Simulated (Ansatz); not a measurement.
`[CH3][Sn]([NH2])([OH])[F]` + HCl → `[CH3][Sn]([OH])([F])[Cl]` + NH₃ at 700 K and 1 bar (ligand exchange at the Sn–N bond).

Isolated molecules relaxed with PBE0-D4/def2-TZVP in Ansatz; ΔE leaves out vibrations. CCSD(T)/CBS adds triple-zeta CCSD(T) − MP2 to the extrapolated MP2 energy (def2 sets, frozen cores). This one scheme is used for every species. Elements past krypton have def2 core potentials. For Sn outer-core shells are correlated without core-valence functions, which leaves a few kJ/mol of doubt a bond. One conformer a species, not always the lowest.

| species | CCSD(T)/CBS energy (Eh) | H − E (kJ/mol) | S (J/(mol·K)) |
| --- | --- | --- | --- |
| `[CH3][Sn]([NH2])([OH])[F]` | -485.44180 | 292.3 | 533.4 |
| HCl | -460.38127 | 38.4 | 211.8 |
| `[CH3][Sn]([OH])([F])[Cl]` | -889.34819 | 219.3 | 515.1 |
| NH₃ | -56.50880 | 116.9 | 226.5 |

H − E and S are ideal-gas, rigid-rotor, harmonic terms from PBE0-D4/def2-TZVP, for one conformer and one mirror image of each species. 1 Eh = 2625.50 kJ/mol, R = 8.31446 J/(mol·K).

Problem. By hand: ΔE, ΔH, ΔS and ΔG.

Solution. ΔE = (-889.34819) + (-56.50880) − (-485.44180) − (-460.38127) = -0.03392 Eh = -89.1 kJ/mol. Δ(H − E) = 219.3 + 116.9 − 292.3 − 38.4 = 5.5, so ΔH = -83.6 kJ/mol. ΔS = 515.1 + 226.5 − 533.4 − 211.8 = -3.6 J/(mol·K). ΔG = -83.6 − 700 × (-3.6)/1000 = -81.1 kJ/mol.

Problem. By hand: the equilibrium constant, and the temperature at which ΔG would vanish if ΔH and ΔS stayed fixed.

Solution. log₁₀ K = −ΔG/(RT ln 10) = 6.1. ΔG = 0 at ΔH/ΔS = 23222 K, far beyond where these terms or the molecules hold.

The number of gas molecules stays the same, so ΔS is small and ΔH decides. A doubt of 5 kJ/mol in ΔE shifts log₁₀ K by 0.4 here. Other conformers and mirror images would add mixing entropy, several J/(mol·K) or more a flexible species. Modes under 60 cm⁻¹, often nearly free rotors, make the harmonic entropy too high. These are equilibria of isolated gas molecules and say nothing of rates. Largest T1 diagnostic: 0.013 (customary marks: 0.02 for closed shells, 0.045 for open ones).
